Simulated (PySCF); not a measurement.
Isomers of C3H9F3OSi2, mass 174.014 u with the commonest isotopes. Method used: PBE0/pcSseg-1 in PySCF (dipole) on a GFN2-xTB geometry, gas phase. One conformer each, none proved a minimum here; rigid rotors.

**Question.** Order these by rotational constant B, largest first.
A. `[F:1][C:2]([F:3])([F:4])[CH2:5][C@H:6]([SiH3:7])[O:8][SiH3:9]` with C2–C5–C6–Si7 -176°, C5–C6–O8–Si9 -120°
B. `[F:1][SiH2:2][CH2:3][C@@H:4]([SiH3:5])[O:6][CH:7]([F:8])[F:9]` with F1–Si2–C3–C4 -40°, Si2–C3–C4–Si5 -167°, C3–C4–O6–C7 135°, C4–O6–C7–F8 -169°
C. `[CH3:1][C:2]([SiH3:3])([SiH3:4])[O:5][C:6]([F:7])([F:8])[F:9]` with C1–C2–O5–C6 85°
D. `[CH3:1][SiH:2]([CH3:3])[O:4][SiH2:5][C:6]([F:7])([F:8])[F:9]` with C1–Si2–O4–Si5 94°, Si2–O4–Si5–C6 25°
E. `[OH:1][SiH2:2][CH2:3][SiH2:4][CH2:5][C:6]([F:7])([F:8])[F:9]` with H–O1–Si2–C3 -176°, O1–Si2–C3–Si4 -39°, Si2–C3–Si4–C5 -177°, C3–Si4–C5–C6 171°
F. `[CH3:1][O:2][SiH2:3][C@@H:4]([SiH3:5])[C:6]([F:7])([F:8])[F:9]` with C1–O2–Si3–C4 179°, O2–Si3–C4–Si5 50°

**Answer.** B (899.8 MHz), C (858.8 MHz), A (815.5 MHz), F (744.1 MHz), D (661.2 MHz), E (408.6 MHz).

**Question.** Order these by radius of gyration √(Σ m r²/M), largest first.
A. `[OH:1][SiH2:2][CH2:3][SiH2:4][CH2:5][C:6]([F:7])([F:8])[F:9]` with H–O1–Si2–C3 -176°, O1–Si2–C3–Si4 -39°, Si2–C3–Si4–C5 -177°, C3–Si4–C5–C6 171°
B. `[CH3:1][SiH:2]([CH3:3])[O:4][SiH2:5][C:6]([F:7])([F:8])[F:9]` with C1–Si2–O4–Si5 94°, Si2–O4–Si5–C6 25°
C. `[CH3:1][O:2][SiH2:3][C@@H:4]([SiH3:5])[C:6]([F:7])([F:8])[F:9]` with C1–O2–Si3–C4 179°, O2–Si3–C4–Si5 50°
D. `[CH3:1][C:2]([SiH3:3])([SiH3:4])[O:5][C:6]([F:7])([F:8])[F:9]` with C1–C2–O5–C6 85°

**Answer.** A (2.772 Å), B (2.325 Å), C (2.284 Å), D (2.124 Å).

**Question.** Order these by dipole moment, smallest first.
A. `[CH3:1][SiH:2]([CH3:3])[O:4][SiH2:5][C:6]([F:7])([F:8])[F:9]` with C1–Si2–O4–Si5 94°, Si2–O4–Si5–C6 25°
B. `[CH3:1][C:2]([SiH3:3])([SiH3:4])[O:5][C:6]([F:7])([F:8])[F:9]` with C1–C2–O5–C6 85°
C. `[F:1][C:2]([F:3])([F:4])[CH2:5][C@H:6]([SiH3:7])[O:8][SiH3:9]` with C2–C5–C6–Si7 -176°, C5–C6–O8–Si9 -120°
D. `[OH:1][SiH2:2][CH2:3][SiH2:4][CH2:5][C:6]([F:7])([F:8])[F:9]` with H–O1–Si2–C3 -176°, O1–Si2–C3–Si4 -39°, Si2–C3–Si4–C5 -177°, C3–Si4–C5–C6 171°
E. `[F:1][SiH2:2][CH2:3][C@@H:4]([SiH3:5])[O:6][CH:7]([F:8])[F:9]` with F1–Si2–C3–C4 -40°, Si2–C3–C4–Si5 -167°, C3–C4–O6–C7 135°, C4–O6–C7–F8 -169°

**Answer.** C (2.06 D), A (2.48 D), B (2.80 D), E (3.34 D), D (3.93 D).

| SMILES | point group | Ia (u·Å²) | Ib (u·Å²) | Ic (u·Å²) | κ | μa (D) | μb (D) | μc (D) |
| --- | --- | --- | --- | --- | --- | --- | --- | --- |
| O[SiH2]C[SiH2]CC(F)(F)F | C1 | 157.40 | 1236.81 | 1280.52 | -0.99 | 3.70 | 1.18 | 0.62 |
| C[SiH](C)O[SiH2]C(F)(F)F | C1 | 258.68 | 764.30 | 858.65 | -0.89 | 2.26 | 1.01 | 0.20 |
| F[SiH2]C[C@@H]([SiH3])OC(F)F | C1 | 415.04 | 561.63 | 874.06 | 0.01 | 1.37 | 3.04 | 0.26 |
| FC(F)(F)C[C@H]([SiH3])O[SiH3] | C1 | 365.27 | 619.75 | 869.34 | -0.42 | 1.64 | 1.14 | 0.52 |
| CO[SiH2][C@@H]([SiH3])C(F)(F)F | C1 | 282.91 | 679.16 | 853.02 | -0.75 | 3.23 | 0.31 | 0.39 |
| CC([SiH3])([SiH3])OC(F)(F)F | C1 | 314.49 | 588.45 | 667.04 | -0.76 | 2.63 | 0.44 | 0.87 |
